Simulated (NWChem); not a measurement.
**One site exchanged: Br, F, H, Cl**

Each species was optimised at B3LYP/6-31G* with NWChem, gas phase unless a solvent is named. All stand in one matching conformer (torsions within 35°), which need not be the lowest. Pople sets run with spherical d functions. This build's default masses of Se (78.918 u) and Br (79.917 u) are each other's, which moves their modes by up to 0.6 %. Shieldings are non-relativistic GIAO values without spin-orbit effects.

A: [SiH](Cl)(Br)N (SiNH3BrCl)
B: N[SiH](Cl)F (SiNH₃ClF)
C: N[SiH2]Cl (SiNH$_{4}$Cl)
D: N[SiH](Cl)Cl (SiNH$_{3}$Cl$_{2}$)

| quantity | A (Br) | B (F) | C (H) | D (Cl) |
|---|---|---|---|---|
| Pauling electronegativity of the site (pymatgen's table) | 2.96 | 3.98 | 2.20 | 3.16 |
| electrons in the molecule | 76 | 50 | 42 | 58 |
| dipole (D), B3LYP/6-31G* | 2.83 | 2.85 | 2.41 | 2.85 |
| orbital gap (eV), B3LYP/6-31G* | 7.54 | 8.83 | 8.24 | 8.10 |
| highest harmonic frequency (cm⁻¹), B3LYP/6-31G* | 3647 | 3666 | 3650 | 3652 |
| static polarisability, PBE0/def2-SVPD (bohr³) | 70.0 | 46.9 | 50.0 | 61.4 |
| lowest singlet excitation, PBE0/def2-SVPD, TDA (eV) | 6.59 | 7.26 | 6.87 | 7.05 |
| SMD solvation free energy in water, B3LYP/6-31G* (kcal/mol) | -4.1 | -3.1 | -2.7 | -3.7 |
| SMD solvation free energy in n-hexane, B3LYP/6-31G* (kcal/mol) | -4.8 | -3.1 | -3.0 | -4.2 |
| 29Si shift against tetramethylsilane, PBE/pcSseg-1 (ppm) | 6.2 | -21.7 | -23.2 | -2.7 |
| 29Si shift against tetramethylsilane, KT2/pcSseg-1 (ppm) | 5.5 | -20.1 | -22.2 | -2.8 |

“Dipole (D), B3LYP/6-31G*” runs from 2.41 in C (H) to 2.85 in B (F). “Orbital gap (eV), B3LYP/6-31G*” runs from 7.54 in A (Br) to 8.83 in B (F), in no step with either the site's electronegativity or the electron count. “Highest harmonic frequency (cm⁻¹), B3LYP/6-31G*” runs from 3647 in A (Br) to 3666 in B (F). “Static polarisability, PBE0/def2-SVPD (bohr³)” runs from 46.9 in B (F) to 70.0 in A (Br), in no step with either the site's electronegativity or the electron count. “Lowest singlet excitation, PBE0/def2-SVPD, TDA (eV)” runs from 6.59 in A (Br) to 7.26 in B (F), in no step with either the site's electronegativity or the electron count. “SMD solvation free energy in water, B3LYP/6-31G* (kcal/mol)” runs from -4.1 in A (Br) to -2.7 in C (H), falling in step with the number of electrons. “SMD solvation free energy in n-hexane, B3LYP/6-31G* (kcal/mol)” runs from -4.8 in A (Br) to -3.0 in C (H). “29Si shift against tetramethylsilane, PBE/pcSseg-1 (ppm)” runs from -23.2 in C (H) to 6.2 in A (Br), rising in step with the number of electrons. “29Si shift against tetramethylsilane, KT2/pcSseg-1 (ppm)” runs from -22.2 in C (H) to 5.5 in A (Br), rising in step with the number of electrons. The order by orbital gap (eV) is neither the same as nor the reverse of the order by lowest singlet excitation.

These are trends among computed rows of three or four species; they are not measurements.
